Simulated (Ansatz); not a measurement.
`F[SiH](Cl)[GeH2][Cl]` → `[Cl][GeH2][Cl]` + `F[SiH]`  (silylene formation by 1,1-elimination)

Computed with Ansatz on PBE0-D4/def2-TZVP structures; ΔE is electronic, products minus reactants. CCSD(T)/CBS is the MP2 limit (def2-TZVPP, def2-QZVPP) plus CCSD(T) − MP2 in def2-TZVPP, frozen cores. This one scheme is used for every species. Functionals use def2-TZVPP. B3LYP here is the variant with VWN-RPA as its local correlation; programs differ in this. For Ge outer-core shells are correlated without core-valence functions, which leaves a few kJ/mol of doubt a bond. Scalar relativity is left out up to krypton. Each species was taken in one conformer, which may not be the lowest.

| level | ΔE (kJ/mol) | difference from CCSD(T)/CBS |
| --- | --- | --- |
| PBE-D4 | 245.8 | 3.6 |
| PBE0-D4 | 255.3 | 13.1 |
| PBE | 236.5 | -5.7 |
| B3LYP | 220.2 | -22.0 |
| HF/def2-TZVPP | 216.5 | -25.7 |
| MP2/def2-TZVPP | 247.6 | 5.4 |
| CCSD/def2-TZVPP | 228.8 | -13.4 |
| CCSD(T)/def2-TZVPP | 231.9 | -10.3 |
| MP2/CBS(def2) | 257.8 | 15.6 |
| CCSD/CBS(def2) | 239.0 | -3.2 |
| CCSD(T)/CBS | 242.2 | 0 |

Largest T1 diagnostic among the species: 0.015.

The D4 term adds +15.0 kJ/mol with B3LYP and +8.3 kJ/mol with PBE0; it sums over pairs of atoms, weighted by their polarisabilities, and B3LYP, whose exchange is more repulsive, gets the larger term. In def2-TZVPP, CCSD(T) changes the Hartree–Fock value by +15.5 kJ/mol (the triples alone add +3.1 kJ/mol) and MP2 by +31.1 kJ/mol. From PBE to PBE0 (25 % exact exchange), in def2-TZVPP and without D4, ΔE moves by +10.5 kJ/mol.

CCSD(T)/CBS has its own doubt, a few kJ/mol and more with outer-core shells, so smaller differences from it don't rank the levels.
